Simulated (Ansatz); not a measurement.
Ligand exchange: C3H7Cl + GeH2(CH3)I → C2H4ClI + GeH2(CH3)2

Species: C3H7Cl (2-chloropropane) `CC(C)Cl`, singlet; GeH2(CH3)I, singlet; C2H4ClI `CC(Cl)I`, singlet; GeH2(CH3)2, singlet. The partners trade CH3 for I: C–CH3 and Ge–I bonds give way to C–I and Ge–CH3.

Shapes, held fixed at every level: PBE0-D4/def2-TZVP. Programs: Ansatz 0.2.0. The zero-point and thermal change to 298 K, harmonic and unscaled (PBE0-D4/def2-TZVP), is -6.0 kJ/mol.

Q: Estimate ΔH(298 K) of this reaction.

A: The highest level, CCSD(T)/def2-TZVPP, gives ΔH(298 K) = +115.1 kJ/mol; the levels span +115.1 to +129.4. The column of differences is taken from that level and isn't an error. No measured value is set beside it here. For atoms past krypton def2 sets carry core potentials with scalar relativity. Relativity is left out for Ge unless named. Correlated rows may include outer-core shells of Ge, I, which these sets cover unevenly. Times are processor times on shared x86 and Arm servers, and rough.

```tsv
level	kind	ΔH(298 K) (kJ/mol)	less CCSD(T)/def2-TZVPP	CPU time (sum over the molecules)
SPW92/def2-TZVPP	LDA	+118.0	+2.9	16 s
r2SCAN-D4/def2-TZVPP	meta-GGA	+122.1	+7.0	57 s
PBE0-D4/def2-TZVPP	global hybrid	+124.5	+9.4	37 s
r2SCAN0-D4/def2-TZVPP	global hybrid	+129.4	+14.3	61 s
wB97M-V/def2-TZVPP	range-separated hybrid	+123.4	+8.3	2.2 min
wB97X-V/def2-TZVPP	range-separated hybrid	+124.6	+9.5	91 s
B2PLYP/def2-TZVPP	double hybrid	+120.1	+5.0	65 s
CCSD(T)/def2-TZVPP	coupled cluster or CI	+115.1	0.0	25 min
```
